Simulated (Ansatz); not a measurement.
Ideal-gas functions of `O=C1CO[SiH2]1` at 800 K and 1 bar, from an Ansatz frequency run at PBE0-D4/def2-TZVP.

Molar mass 88.14 g/mol, point group Cs (symmetry number 1), electronic degeneracy 1, moments of inertia 67.889, 131.82, 190.565 u Å². Harmonic wavenumbers (cm⁻¹, unscaled): 132, 301, 358, 550, 569, 604, 650, 787, 836, 920, 966, 986, 1055, 1172, 1290, 1466, 1881, 2221, 2230, 3037, 3093.

Use S(trans) = R[1.5 ln M + 2.5 ln T − 1.1517]; rotational temperatures θ = 24.2544 K / I; S(rot) = R[ln(√π/σ · √(T³/θAθBθC)) + 1.5]; for each mode x = 1.438777 ν̃/T, S = R[x/(eˣ − 1) − ln(1 − e⁻ˣ)] and H = RT x/(eˣ − 1); 1 cm⁻¹ = 0.0119627 kJ/mol; R = 8.31446 J/(mol·K).

Task: By hand: the entropy, in J/(mol·K).

Result: Translation 185.2. Rotation: θ = 0.3573, 0.184, 0.1273 K, giving 120.5. Vibration, mode by mode: 20.29, 13.52, 12.12, 8.74, 8.48, 8.02, 7.47, 6.09, 5.67, 5.02, 4.69, 4.56, 4.13, 3.50, 2.96, 2.31, 1.28, 0.78, 0.77, 0.23, 0.21, in all 120.8. Electronic 0.0. Sum 426.5 J/(mol·K).

Task: By hand: H − E and G − E in kJ/mol, counted from the electronic energy.

Result: Zero-point energy ½ × 25104 × 0.0119627 = 150.2; thermal vibration 53.2; translation, rotation and pV give 4 RT = 26.6. H − E = 230.0 kJ/mol, and G − E = 230.0 − 800 × 426.5/1000 = -111.2 kJ/mol.

Vibration gives 28 % of the entropy, 20.3 J/(mol·K) of it from the mode under 150 cm⁻¹: soft modes count most, and the harmonic formula is weakest for them.
